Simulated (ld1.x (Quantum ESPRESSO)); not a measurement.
**u(r) = r·R(r): atom against pseudo-atom (Ti)**

Columns: radius, all-electron u(r) and pseudo u(r) of the 3s shell (level -62.99 eV) of titanium in the configuration [Ne] 3s2 3p6 3d2 4s1.75 4p0.25; PW91, scalar-relativistic, TM scheme, ld1.x (Quantum ESPRESSO) 7.5.

```
r (bohr)  all-electron  pseudo
   0.088        0.0266  0.1073
   0.175       -0.5108  0.2160
   0.262       -0.5368  0.3294
   0.350       -0.2300  0.4511
   0.438        0.1742  0.5800
   0.525        0.5376  0.7120
   0.612        0.8136  0.8411
   0.700        0.9946  0.9561
   0.788        1.0879  1.0401
   0.875        1.1120  1.0801
   0.962        1.0872  1.0733
   1.050        1.0291  1.0257
   1.138        0.9513  0.9510
   1.225        0.8647  0.8647
   1.312        0.7753  0.7753
   1.400        0.6866  0.6866
   1.487        0.6035  0.6035
   1.575        0.5260  0.5260
   1.662        0.4563  0.4563
   1.750        0.3932  0.3932
   1.838        0.3374  0.3374
   1.925        0.2891  0.2891
   2.012        0.2469  0.2469
   2.100        0.2100  0.2100
   2.188        0.1781  0.1781
   2.275        0.1511  0.1511
```

**Question.** How many radial nodes do the two functions have?

**Answer.** The all-electron 3s function has n − l − 1 = 2; the pseudo-wave has 0, since the states of the same l below it are removed with the core.

**Question.** At about which radius was the pseudo-wave matched?

**Answer.** 1.25 bohr. The columns agree to 0.0005 from 1.14 bohr on; several derivatives are matched, so the curves merge somewhat inside the radius.

**Question.** Is the pseudo-wave norm-conserving?

**Answer.** Yes: the TM scheme keeps the norm inside the radius equal to the all-electron one, which fixes the energy derivative of the logarithmic derivative at the level.
